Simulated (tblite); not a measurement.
Record of a relaxation.

Species: C7H14B2O.
SMILES with atom numbers: `[CH3:1][CH2:2][CH2:3][C:4]1=[CH:5][CH2:6][O:7][BH:8][CH2:9][BH:10]1` (hydrogens: H11, H12, H13 on C1; H14, H15 on C2; H16, H17 on C3; H18 on C5; H19, H20 on C6; H21 on B8; H22, H23 on C9; H24 on B10)

Computed with GFN2-xTB (tblite), gas phase: L-BFGS steps from a force-field or distance-geometry start until the largest atomic force falls under 0.01 eV/Å. 4 of its 132 geometries are shown.

Step 0: E = -778.9262 eV, largest atomic force 2.250 eV/Å
```
atom  x, y, z in Å  |  force x, y, z in eV/Å
C1      3.543    0.666    0.307   -0.082   0.358   0.085
C2      2.028    0.486    0.496    0.338   0.131   0.807
C3      1.403   -0.200   -0.708   -0.330   0.032  -0.456
C4     -0.094   -0.365   -0.511   -0.984  -0.936   0.348
C5     -0.545   -1.498    0.111    0.532   1.002  -1.220
C6     -2.006   -1.853    0.274    0.747  -0.700   0.569
O7     -2.639   -0.955    1.160   -1.221   1.298  -1.373
B8     -3.182    0.180    0.406    0.668  -1.043   0.679
C9     -2.221    1.351   -0.036   -0.829   0.130  -0.061
B10    -1.050    0.812   -0.962    1.356   0.465   0.962
H11     3.727    1.307   -0.580    0.047  -0.478   0.579
H12     3.965    1.158    1.206   -0.116  -0.265  -0.585
H13     4.026   -0.314    0.178   -0.117   0.459  -0.034
H14     1.868   -0.141    1.409   -0.043   0.491  -0.630
H15     1.561    1.486    0.671    0.211  -0.739  -0.155
H16     1.579    0.418   -1.609   -0.050  -0.229   0.351
H17     1.877   -1.181   -0.883   -0.124   0.300   0.179
H18     0.178   -2.243    0.435   -0.154   0.068   0.005
H19    -2.051   -2.860    0.737   -0.143   0.355   0.012
H20    -2.496   -1.953   -0.714   -0.007   0.310   0.231
H21    -4.309    0.152    0.024    0.206  -0.167   0.269
H22    -1.794    1.835    0.867   -0.018  -0.335  -0.624
H23    -2.806    2.117   -0.588    0.410  -0.197   0.444
H24    -0.574    1.615   -1.683   -0.299  -0.309  -0.380
```

Step 44: E = -780.1757 eV, largest atomic force 0.168 eV/Å
```
atom  x, y, z in Å  |  force x, y, z in eV/Å
C1      3.511    0.701    0.341   -0.064   0.003   0.007
C2      2.006    0.562    0.532   -0.068  -0.014  -0.038
C3      1.382   -0.154   -0.675    0.060   0.027   0.020
C4     -0.110   -0.335   -0.510    0.165   0.017   0.025
C5     -0.552   -1.506   -0.053    0.008   0.068   0.006
C6     -1.958   -1.953    0.205   -0.009   0.026  -0.027
O7     -3.032   -1.042    0.231   -0.040  -0.028  -0.025
B8     -3.175    0.266    0.192   -0.011  -0.001   0.100
C9     -2.039    1.407    0.120   -0.026  -0.038  -0.038
B10    -1.032    0.853   -0.920    0.082  -0.099   0.016
H11     3.723    1.295   -0.545    0.019   0.009  -0.008
H12     3.970    1.188    1.198    0.016  -0.032   0.016
H13     3.958   -0.282    0.207    0.067   0.035   0.047
H14     1.796   -0.008    1.441    0.021  -0.019  -0.035
H15     1.554    1.549    0.654   -0.021  -0.007  -0.047
H16     1.585    0.448   -1.565   -0.016  -0.104   0.001
H17     1.879   -1.126   -0.779   -0.076   0.085  -0.069
H18     0.147   -2.323    0.115   -0.025   0.051   0.030
H19    -1.975   -2.471    1.175   -0.035  -0.003   0.028
H20    -2.220   -2.700   -0.562   -0.026  -0.038   0.026
H21    -4.305    0.598    0.250   -0.014  -0.015  -0.055
H22    -1.619    1.494    1.122   -0.008  -0.069  -0.021
H23    -2.509    2.356   -0.127    0.058   0.041   0.000
H24    -0.994    1.202   -2.041   -0.058   0.104   0.040
```

Step 87: E = -780.2902 eV, largest atomic force 0.133 eV/Å
```
atom  x, y, z in Å  |  force x, y, z in eV/Å
C1      3.463    0.742    0.289    0.031   0.025   0.004
C2      1.959    0.556    0.387    0.006  -0.011  -0.037
C3      1.394   -0.236   -0.798   -0.056   0.005   0.009
C4     -0.093   -0.355   -0.559   -0.036  -0.075   0.080
C5     -0.576   -1.519   -0.110   -0.059  -0.044   0.026
C6     -1.970   -1.861    0.338   -0.062  -0.036   0.023
O7     -3.059   -1.095   -0.135    0.012  -0.002   0.012
B8     -3.187    0.223   -0.131    0.107   0.002  -0.028
C9     -2.038    1.223    0.367    0.015  -0.011   0.022
B10    -0.922    0.959   -0.688    0.028  -0.109   0.015
H11     3.711    1.296   -0.613    0.073  -0.043  -0.033
H12     3.834    1.300    1.144    0.040   0.022   0.050
H13     3.961   -0.224    0.266    0.059   0.010  -0.045
H14     1.709    0.029    1.312    0.019   0.035  -0.032
H15     1.469    1.534    0.413    0.000  -0.033   0.037
H16     1.599    0.303   -1.725   -0.057   0.024   0.024
H17     1.883   -1.213   -0.864   -0.086   0.029   0.073
H18     0.078   -2.384   -0.025    0.009   0.076  -0.021
H19    -1.994   -1.831    1.444    0.056   0.035  -0.115
H20    -2.193   -2.899    0.045    0.037   0.077  -0.004
H21    -4.206    0.617   -0.559   -0.023  -0.016  -0.012
H22    -1.727    0.915    1.367   -0.042  -0.058  -0.027
H23    -2.390    2.247    0.420   -0.040   0.074  -0.008
H24    -0.717    1.693   -1.579   -0.029   0.023  -0.011
```

Step 131: E = -780.3442 eV, largest atomic force 0.007 eV/Å
```
atom  x, y, z in Å  |  force x, y, z in eV/Å
C1      3.603    0.709    0.116    0.000  -0.001  -0.001
C2      2.115    0.594    0.418   -0.002  -0.001  -0.002
C3      1.377   -0.213   -0.654    0.002  -0.001  -0.001
C4     -0.098   -0.299   -0.336    0.004  -0.001   0.000
C5     -0.608   -1.498   -0.027    0.001   0.002   0.003
C6     -2.027   -1.830    0.336   -0.003   0.003  -0.003
O7     -3.046   -1.153   -0.376    0.003   0.001   0.000
B8     -3.221    0.160   -0.388    0.000  -0.001   0.000
C9     -2.247    1.149    0.410    0.001  -0.001   0.001
B10    -0.927    1.018   -0.408    0.000  -0.002   0.001
H11     3.761    1.197   -0.844   -0.004   0.005   0.000
H12     4.107    1.292    0.884    0.002   0.001   0.002
H13     4.063   -0.276    0.077    0.001  -0.003  -0.001
H14     1.976    0.108    1.387   -0.002   0.001   0.000
H15     1.672    1.590    0.480   -0.002  -0.001   0.002
H16     1.507    0.284   -1.618   -0.003  -0.003  -0.001
H17     1.820   -1.210   -0.722   -0.004  -0.001   0.000
H18     0.038   -2.371   -0.031   -0.002   0.000   0.000
H19    -2.165   -1.633    1.411    0.000   0.002   0.000
H20    -2.204   -2.898    0.166    0.004   0.002   0.000
H21    -4.130    0.534   -1.028    0.007   0.001   0.001
H22    -2.147    0.741    1.417   -0.001   0.001  -0.001
H23    -2.645    2.157    0.479    0.000  -0.002  -0.002
H24    -0.588    1.870   -1.141   -0.001  -0.002   0.001
```

Task: Summarise the path.

Result: The energy falls by 1.4179 eV from step 0 to step 131; nine tenths of that is first reached at step 54. It falls at every step. The largest force goes from 2.250 to 0.007 eV/Å. Among the bonds O7–B8 changes most, from 1.467 to 1.325 Å; the atoms move by 0.727 Å rms after alignment.

Task: Follow the three bonds and two angles with the largest change from start to end.

Result: 
```
step  E above end (eV)  largest force (eV/Å)  O7–B8 (Å)  C4=C5 (Å)  C9–B10 (Å)  C6–O7–B8 (°)  B8–C9–B10 (°)
   0            1.4179                 2.250      1.467      1.368       1.586         109.6          111.2
   6            0.9628                 0.379      1.373      1.340       1.568         116.4          115.3
  11            0.6778                 0.775      1.327      1.342       1.583         127.2          117.3
  17            0.3379                 0.386      1.321      1.333       1.553         133.0          116.9
  23            0.2429                 0.159      1.318      1.336       1.558         135.3          114.5
  28            0.2287                 0.093      1.317      1.336       1.559         135.7          113.6
  34            0.2146                 0.193      1.318      1.335       1.554         135.8          111.7
  40            0.1895                 0.187      1.318      1.333       1.556         136.5          107.0
  46            0.1617                 0.127      1.316      1.332       1.551         136.5          103.3
  51            0.1499                 0.156      1.318      1.332       1.545         135.5          102.3
  57            0.1314                 0.109      1.319      1.333       1.555         134.7          101.0
  63            0.1176                 0.096      1.320      1.334       1.555         132.8          100.4
  68            0.1101                 0.090      1.320      1.334       1.553         132.5          100.3
  74            0.0897                 0.142      1.322      1.334       1.557         131.9          100.1
  80            0.0743                 0.129      1.323      1.335       1.555         130.7          100.4
  85            0.0611                 0.153      1.323      1.336       1.555         128.7          100.8
  91            0.0436                 0.109      1.324      1.337       1.560         126.6          101.2
  97            0.0325                 0.078      1.324      1.338       1.558         126.1          101.4
 103            0.0251                 0.103      1.324      1.339       1.555         125.0          101.9
 108            0.0134                 0.101      1.324      1.339       1.558         125.3          102.1
 114            0.0062                 0.056      1.324      1.340       1.560         125.4          100.9
 120            0.0020                 0.060      1.324      1.339       1.558         125.3          100.8
 125            0.0005                 0.033      1.324      1.339       1.558         125.1          101.5
 131            0.0000                 0.007      1.325      1.340       1.558         125.0          101.7
```

The cost below is that of the whole relaxation. The run took 2.1 s on Arm Neoverse N1, one thread, on a shared host.
